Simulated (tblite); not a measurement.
Species: C₇H₈O₂S₂.
Z-matrix (Å and degrees, GFN2-xTB geometry), rows numbered from 1:
```
C 
S   1  1.8162
C   2  1.7495  1  100.13
S   3  1.7380  2  123.93  1    -3.03
C   4  1.7222  3   91.98  2  -179.34
C   5  1.3597  4  111.40  3     0.46
C   3  1.3674  2  125.36  1   178.04
O   7  1.3686  3  124.31  2    -1.64
C   8  1.4132  7  111.41  3  -162.65
C   9  1.5298  8  110.72  7   -46.62
O   6  1.3647  5  124.50  4   179.49
H   1  1.0850  2  106.33  3  -179.29
H   1  1.0861  2  109.56  3    61.42
H   1  1.0861  2  109.60  3   -59.95
H   5  1.0690  4  120.24  3  -179.22
H   9  1.0992  8  109.98  7    74.17
H   9  1.0904  8  106.23  7  -167.19
H  10  1.0988  9  109.21  8   -56.90
H  10  1.0906  9  111.07  8  -178.00
```

Method: GFN2-xTB as coded in tblite; computed harmonic values from a numerical Hessian at the method's own geometry, unscaled. Errors from tens to a few hundred cm⁻¹ against measured bands are possible. One conformer, not necessarily the lowest.

Harmonic wavenumbers (cm⁻¹): 27.8, 105.3, 118.4, 129.6, 175.3, 224.3, 236.8, 296.4, 320.6, 377.6, 414.9, 432.7, 439.8, 508.9, 569.7, 601.3, 681.8, 694.0, 730.1, 848.0, 862.9, 925.4, 939.8, 942.6, 958.9, 979.2, 1033.3, 1070.3, 1095.0, 1125.6, 1151.3, 1215.0, 1216.9, 1301.1, 1315.9, 1320.4, 1402.6, 1439.0, 1439.4, 1451.9, 1454.5, 1520.5, 1586.7, 2890.1, 2907.4, 3002.7, 3007.1, 3030.1, 3033.4, 3063.1, 3194.1.

A = 1641, B = 641.7, C = 469.2 MHz; mass 187.997 u (most abundant isotopes); point group C1, symmetry number 1.

**Question.** What is the zero-point energy?

**Answer.** Half the sum of the wavenumbers: 29905 cm⁻¹ = 85.50 kcal/mol.

**Question.** Entropy at 400 K, 1 bar (ideal gas, RRHO, classical rotation)?

**Answer.** Translation 43.09, rotation 31.73, vibration 43.51: S = 118.3 cal/(mol K).

**Question.** And Cp and H(400 K) − H(0)?

**Answer.** Cp = 52.91 cal/(mol K), of which vibrations give 44.96 (their classical limit is 51 R = 101.3); H(400 K) − H(0) = 12.30 kcal/mol without the zero-point energy, 9.12 from vibrations.

**Question.** Blend soft modes into free rotors: weight 1/[1 + (100 cm⁻¹/ν̃)⁴] for the oscillator and the rest for a rotor with moment μB/(μ + B), μ = h/(8π²ν), B = 10⁻⁴⁴ kg m². What vibrational entropy results?

**Answer.** 40.57 cal/(mol K) in place of 43.51, which changes −T·S at 400 K by +1.18 kcal/mol.

**Question.** How do the functions run with temperature in this model?

**Answer.** 
```json
{"T (K)": "100", "S (cal/(mol K))": "72.8", "Cp (cal/(mol K))": "19.4", "H − H(0) (kcal/mol)": "1.31", "G − H(0) (kcal/mol)": "-5.97", "ln q(vib)": "1.92"}
{"T (K)": "200", "S (cal/(mol K))": "89.9", "Cp (cal/(mol K))": "31.1", "H − H(0) (kcal/mol)": "3.85", "G − H(0) (kcal/mol)": "-14.13", "ln q(vib)": "4.68"}
{"T (K)": "300", "S (cal/(mol K))": "104.6", "Cp (cal/(mol K))": "42.4", "H − H(0) (kcal/mol)": "7.52", "G − H(0) (kcal/mol)": "-23.87", "ln q(vib)": "7.54"}
{"T (K)": "500", "S (cal/(mol K))": "131.1", "Cp (cal/(mol K))": "61.7", "H − H(0) (kcal/mol)": "18.05", "G − H(0) (kcal/mol)": "-47.51", "ln q(vib)": "13.27"}
{"T (K)": "800", "S (cal/(mol K))": "164.3", "Cp (cal/(mol K))": "78.9", "H − H(0) (kcal/mol)": "39.41", "G − H(0) (kcal/mol)": "-91.99", "ln q(vib)": "21.45"}
{"T (K)": "1000", "S (cal/(mol K))": "182.7", "Cp (cal/(mol K))": "86.0", "H − H(0) (kcal/mol)": "55.94", "G − H(0) (kcal/mol)": "-126.73", "ln q(vib)": "26.46"}
```

q(vib) and H(0) count from the zero-point level.

**Question.** Which modes carry the vibrational entropy at 400 K?

**Answer.** 27.8 cm⁻¹: 6.56; 105.3 cm⁻¹: 3.93; 118.4 cm⁻¹: 3.70; 129.6 cm⁻¹: 3.52; 175.3 cm⁻¹: 2.94; 224.3 cm⁻¹: 2.47 cal/(mol K); the other 45 give 20.40 together.

Hindered rotation and anharmonicity are outside this model. Other conformers, if any are populated, would add a mixing term that is left out. The structure is chiral; the term R ln 2 for an equal mix with its mirror image is left out.
